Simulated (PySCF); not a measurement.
I3In, charge +1, multiplicity 2. Atoms are numbered in the order given.

```xyz
4

In     0.0000     0.0000     0.0000
I      2.6940     0.0000     0.0000
I     -1.3470     2.3330     0.0000
I     -1.3470    -2.3330     0.0000
```
Charge +1, spin multiplicity 2.

The structure is a stationary point at PBE-D3(BJ)/def2-SVP. The def2 effective core potentials stand for the cores of I, In; spin–orbit coupling is left out.

Computed with TDA-CAM-B3LYP/def2-SVPD (PySCF 2.14.0).

Vertical excitations; the highest root listed may be one member of a degenerate set. Gas-phase values at a fixed geometry.

Computed UV-visible absorptions:
```
state    energy (eV)  λ (nm)      f                              main pairs
-------  -----------  ------  -----  --------------------------------------
root 1          0.18    6986  0.000          β HOMO−3→LUMO (degenerate set)
root 2          0.18    6985  0.000          β HOMO−2→LUMO (degenerate set)
root 3          0.41    3036  0.033            β HOMO→LUMO (degenerate set)
root 4          0.41    3036  0.033          β HOMO−1→LUMO (degenerate set)
root 5          0.65    1919  0.000                     β HOMO−4→LUMO 100 %
root 6          1.52     814  0.031          β HOMO−6→LUMO (degenerate set)
root 7          1.52     814  0.031          β HOMO−5→LUMO (degenerate set)
root 8          2.86     434  0.012          β HOMO→LUMO+1 (degenerate set)
root 9          2.86     434  0.012        β HOMO−1→LUMO+1 (degenerate set)
root 10         3.44     361  0.000  α HOMO→LUMO 41 %, β HOMO−2→LUMO+1 55 %
```
Unrestricted roots are not spin-pure.
